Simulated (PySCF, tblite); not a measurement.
Isomers of C5H10OS2Si, one GFN2-xTB conformer each. Single-point energies are computed at PBE0/pcSseg-1 (PySCF, gas phase, no added dispersion term), electronic only.

```csv
SMILES,GFN2-xTB relative energy (kcal/mol)
C=C([SiH2]OC(C)=S)SC,18.5
CS/C=C/[Si@@H]1OCCS1,0.0
```

Conformers: `[CH2:1]=[C:2]([SiH2:3][O:4][C:5]([CH3:6])=[S:7])[S:8][CH3:9]` with C1–C2–Si3–O4 -14°, C2–Si3–O4–C5 77°, Si3–O4–C5–C6 180°, C1–C2–S8–C9 -3°; `[CH3:1][S:2]/[CH:3]=[CH:4]/[Si@@H:5]1[O:6][CH2:7][CH2:8][S:9]1` with C1–S2–C3–C4 178°, C3–C4–Si5–O6 -149°, C4–Si5–O6–C7 -137°, Si5–O6–C7–C8 40°, O6–C7–C8–S9 -45°, C7–C8–S9–Si5 28°.

**Question.** What does PBE0/pcSseg-1 give for the same structures?

**Answer.** 
| SMILES | PBE0/pcSseg-1 E (Eh) | PBE0/pcSseg-1 (kcal/mol) | GFN2-xTB (kcal/mol) | point group |
| --- | --- | --- | --- | --- |
| CS/C=C/[Si@@H]1OCCS1 | -1356.89914 | 0.0 | 0.0 | C1 |
| C=C([SiH2]OC(C)=S)SC | -1356.85856 | 25.5 | 18.5 | C1 |

Both levels put the same isomer lowest. As drawn, the higher has a C=S bond, which the lower lacks.

**Question.** Which frontier levels, dipoles and rotational constants go with these structures?

**Answer.** 
```tsv
SMILES	HOMO (eV, PBE0/pcSseg-1)	LUMO (eV)	dipole (D)	A, B, C (MHz)
CS/C=C/[Si@@H]1OCCS1	-6.39	-0.69	1.22	2783, 380.1, 359.3
C=C([SiH2]OC(C)=S)SC	-6.37	-1.52	2.14	2244, 468.1, 441.4
```

**Question.** What happens when harmonic zero-point energies from GFN2-xTB frequencies are added?

**Answer.** 
```json
{"SMILES": "CS/C=C/[Si@@H]1OCCS1", "ZPE (kcal/mol)": "87.7", "electronic (kcal/mol)": "0.0", "with ZPE (kcal/mol)": "0.0"}
{"SMILES": "C=C([SiH2]OC(C)=S)SC", "ZPE (kcal/mol)": "84.3", "electronic (kcal/mol)": "25.5", "with ZPE (kcal/mol)": "22.1"}
```

The zero-point energies span 3.4 kcal/mol. The order is unchanged.
